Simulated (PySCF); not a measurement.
Basis set benchmark on one molecule

Molecule: `COC(=O)C(C)C`, C5H10O2.

Atom-mapped SMILES (the numbers label the heavy atoms): `[CH3:1][O:2][C:3](=[O:4])[CH:5]([CH3:6])[CH3:7]`. Each H is labelled by its parent atom.

Geometry PBE0-D3(BJ)/def2-SVP throughout; GIAO in PySCF, gas phase, one conformer, non-relativistic; equivalent atoms averaged; functional PBE0.

Reference values (measured; solution, not stated per compound (mostly CDCl3 or CCl4); Pretsch, Buehlmann, Badertscher, Structure Determination of Organic Compounds, 4th ed. (2009)): δ(C5) = 34.1 ppm, δ(C6/C7) = 19.1 ppm, δ(H(C5)) = 2.56 ppm, δ(H(C6)/H(C7)) = 1.17 ppm. Computed shifts are taken against TMS, calculated as an isolated molecule at each level.

Problem. How do the basis sets STO-3G, pcSseg-0, 6-31G, 6-31G*, cc-pVDZ, def2-SVP, pcSseg-1, 6-311+G(2d,p), aug-cc-pVDZ, def2-TZVP perform against the reference? Times are CPU seconds on shared hosts with different chips, so compare them loosely.

Solution. 
```tsv
basis set	functions	C5	C6/C7	H(C5)	H(C6)/H(C7)	mean abs. error C	mean abs. error H	core-s
STO-3G	45	32.6	22.1	1.89	1.05	2.2	0.40	4.4
pcSseg-0	83	36.2	22.1	2.44	1.33	2.6	0.14	8.8
6-31G	83	34.8	20.4	2.59	1.29	1.0	0.07	8.7
6-31G*	118	32.7	19.3	2.40	1.13	0.8	0.10	12
cc-pVDZ	148	36.4	20.4	2.16	1.03	1.8	0.27	20
def2-SVP	148	32.7	19.3	2.11	0.97	0.8	0.33	18
pcSseg-1	169	35.2	20.2	2.21	1.12	1.1	0.20	33
6-311+G(2d,p)	249	35.9	19.2	2.45	1.09	0.9	0.09	35
aug-cc-pVDZ	251	36.5	19.1	2.46	1.17	1.2	0.05	45
def2-TZVP	277	36.5	20.0	2.44	1.09	1.6	0.10	52
```

For 13C the closest is 6-31G* (0.8 ppm, with def2-SVP, 6-311+G(2d,p), 6-31G practically level) and the furthest pcSseg-0 (2.6 ppm).

For 1H the closest is aug-cc-pVDZ (0.05 ppm, with 6-31G practically level) and the furthest STO-3G (0.40 ppm). Where a smaller basis beats a larger one, errors probably cancel. One molecule is a small sample, and vibrational and solvent effects are absent from the calculation.

A small basis that lands close on one nucleus may do so by chance; judge by the trend and by all nuclei.
